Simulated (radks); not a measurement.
The numbers below are computed, except where a source is named.
All-electron atom: In in [Kr] 4d10 5s2 5p1. Code: a radial shooting solver on a logarithmic mesh with Libxc functionals. Model: Dirac Kohn-Sham, PBE, spin-unpolarised, spherical densities, finite nucleus; open shells fill j = l - 1/2 first; Fermi nuclear charge, rms radius 4.6156 fm.

Unscreened Slater integrals over Kohn-Sham orbitals (hartree). Large and small components are both included. Empty in this configuration: 5p3/2.

integral            value
F0(5p1/2,5p1/2)   0.25033
F0(5p1/2,5s1/2)   0.28666
G1(5p1/2,5s1/2)   0.17546
F0(5p1/2,4d5/2)   0.32649
G3(5p1/2,4d5/2)  0.023367
F0(5p1/2,4d3/2)   0.32686
G1(5p1/2,4d3/2)  0.027702
F0(5p1/2,5p3/2)   0.24383
G2(5p1/2,5p3/2)   0.12374
F0(5s1/2,5s1/2)   0.34566
F0(5s1/2,4d5/2)   0.42937
G2(5s1/2,4d5/2)  0.061053
F0(5s1/2,4d3/2)   0.43020
G2(5s1/2,4d3/2)  0.058771
F0(5s1/2,5p3/2)   0.27684
G1(5s1/2,5p3/2)   0.16190
F0(4d5/2,4d5/2)   0.76419
F2(4d5/2,4d5/2)   0.37878
F4(4d5/2,4d5/2)   0.24754
F0(4d5/2,4d3/2)   0.76955
F2(4d5/2,4d3/2)   0.38153
G2(4d5/2,4d3/2)   0.38128
G4(4d5/2,4d3/2)   0.24927
F0(4d5/2,5p3/2)   0.31154
F2(4d5/2,5p3/2)  0.067890
G1(4d5/2,5p3/2)  0.024176
G3(4d5/2,5p3/2)  0.019822
F0(4d3/2,4d3/2)   0.77503
F2(4d3/2,4d3/2)   0.38443
F0(4d3/2,5p3/2)   0.31186
F2(4d3/2,5p3/2)  0.066764
G1(4d3/2,5p3/2)  0.022966
G3(4d3/2,5p3/2)  0.019042
F0(5p3/2,5p3/2)   0.23784
F2(5p3/2,5p3/2)   0.12099
